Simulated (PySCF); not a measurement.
# Computed records: BF2HSi, BClF, AlBClFH, BClFH2Si

Computed with PySCF 2.14.0. Calculation on a computer-drawn molecule: the log of a Hartree-Fock and frozen-core CCSD(T) single point meant for a local Hartree-Fock minimum, with one planted fault or none, to be diagnosed. Offsets are logged minus clean, where the clean run is the same molecule without the fault. The reference is restricted for singlets and unrestricted otherwise, and also for a bond in bohr or an excited solution. Adding or removing an electron swaps singlet and doublet. The excited solution moves the top pair (singlet) or top alpha electron (doublet) to the lowest empty orbital. Highest occupied and lowest empty are orbital energies over both spins, largest force is the largest gradient component, triples share is (T) over the correlation energy, the T1 limit is 0.02 restricted and 0.045 unrestricted, electrons count all cores, a negative frequency is imaginary (commonest isotopes), and the dipole is about the centre of nuclear charge.

Common to all runs: meant multiplicity 1; meant basis cc-pV(D+d)Z; logged SCF converged yes; logged CC converged yes; logged SCF stable within its kind yes; possible faults no fault, one electron removed, one electron added, multiplicity raised by two, geometry at a saddle point, SCF held on an excited solution, minimal basis STO-3G, one bond length entered in bohr, all coordinates scaled.

```json
{"entry": 1, "formula": "BF2HSi", "logged_structure": {"atoms_angstrom": [["F", 0.8225, -0.532, -2.8124], ["B", 0.7025, -0.8776, -1.4941], ["Si", -0.4234, 0.3952, -0.1784], ["F", -1.7882, -0.5832, -0.1473], ["H", 1.2901, -1.9072, -1.1507]]}, "given": {"meant_charge": 0, "logged_electrons": 38, "logged_basis_functions": 70, "logged_spin_squared": 0.0, "logged_highest_occupied [eV]": -9.0366, "logged_lowest_empty [eV]": 0.38801, "logged_largest_force [hartree/bohr]": 0.024756, "logged_T1_diagnostic": 0.018102, "logged_D1_diagnostic": 0.05166, "logged_triples_share": 0.021621, "logged_dipole_magnitude [debye]": 1.5692, "logged_energy_HF [hartree]": -513.11405, "logged_energy_CCSD(T) [hartree]": -513.68483, "drawn_bonds_atom": [1, 2, 3, 2], "drawn_bonds_other_atom": [2, 3, 4, 5], "drawn_bonds_order": [1, 1, 1, 1]}, "results": {"planted_fault": "all coordinates scaled, by +2.4 %", "HF_energy_offset_from_clean_run [kcal/mol]": 1.624, "CCSD(T)_energy_offset_from_clean_run [kcal/mol]": 0.1423}}
{"entry": 2, "formula": "BClF", "logged_structure": {"atoms_angstrom": [["F", -2.1511, 0.9539, 1.017], ["B", -1.5513, 1.186, -0.0297], ["Cl", -0.7657, 1.4901, -1.401]]}, "given": {"meant_charge": 1, "logged_electrons": 30, "logged_basis_functions": 51, "logged_spin_squared": 2.0187, "logged_highest_occupied [eV]": -14.104, "logged_lowest_empty [eV]": -10.753, "logged_largest_force [hartree/bohr]": 0.09739, "logged_T1_diagnostic": 0.019856, "logged_D1_diagnostic": 0.078836, "logged_triples_share": 0.023846, "logged_dipole_magnitude [debye]": 3.521, "logged_energy_HF [hartree]": -583.11877, "logged_energy_CCSD(T) [hartree]": -583.50745, "drawn_bonds_atom": [1, 2], "drawn_bonds_other_atom": [2, 3], "drawn_bonds_order": [1, 1]}, "results": {"planted_fault": "multiplicity raised by two", "HF_energy_offset_from_clean_run [kcal/mol]": 166.3, "CCSD(T)_energy_offset_from_clean_run [kcal/mol]": 183.6}}
{"entry": 3, "formula": "AlBClFH", "logged_structure": {"atoms_angstrom": [["F", -1.2499, -3.1777, -1.81], ["B", -1.2616, -2.0737, -1.275], ["Al", -1.3171, -0.0514, -0.2355], ["Cl", -2.3604, -0.3595, 1.5001], ["H", -0.5954, 1.0641, -1.0166]]}, "given": {"meant_charge": 1, "logged_electrons": 44, "logged_basis_functions": 79, "logged_spin_squared": 2.0152, "logged_highest_occupied [eV]": -14.895, "logged_lowest_empty [eV]": -8.7943, "logged_largest_force [hartree/bohr]": 0.053752, "logged_T1_diagnostic": 0.043809, "logged_D1_diagnostic": 0.23984, "logged_triples_share": 0.029082, "logged_dipole_magnitude [debye]": 3.9313, "logged_energy_HF [hartree]": -825.79207, "logged_energy_CCSD(T) [hartree]": -826.25846, "drawn_bonds_atom": [1, 2, 3, 3], "drawn_bonds_other_atom": [2, 3, 4, 5], "drawn_bonds_order": [1, 1, 1, 1]}, "results": {"planted_fault": "multiplicity raised by two", "HF_energy_offset_from_clean_run [kcal/mol]": 101.2, "CCSD(T)_energy_offset_from_clean_run [kcal/mol]": 109.9}}
{"entry": 4, "formula": "BClFH2Si", "logged_structure": {"atoms_angstrom": [["F", -4.5857, -0.5117, -0.8657], ["B", -3.6073, -0.5222, -0.1301], ["Si", -1.9378, -0.5303, 1.1833], ["Cl", -2.7914, -0.1022, 2.9555], ["H", -0.3712, 1.4824, 0.1285], ["H", -1.4532, -1.9015, 1.0477]]}, "given": {"meant_charge": 1, "logged_electrons": 46, "logged_basis_functions": 84, "logged_spin_squared": 0.8585, "logged_highest_occupied [eV]": -15.603, "logged_lowest_empty [eV]": -5.3583, "logged_largest_force [hartree/bohr]": 0.0084101, "logged_T1_diagnostic": 0.03884, "logged_D1_diagnostic": 0.17363, "logged_triples_share": 0.031004, "logged_dipole_magnitude [debye]": 4.3948, "logged_energy_HF [hartree]": -873.40564, "logged_energy_CCSD(T) [hartree]": -873.92077, "drawn_bonds_atom": [1, 2, 3, 3, 3], "drawn_bonds_other_atom": [2, 3, 4, 5, 6], "drawn_bonds_order": [1, 1, 1, 1, 1]}, "results": {"planted_fault": "one bond length entered in bohr, row 4 of the drawn bonds", "HF_energy_offset_from_clean_run [kcal/mol]": 70.75, "CCSD(T)_energy_offset_from_clean_run [kcal/mol]": 77.94}}
```
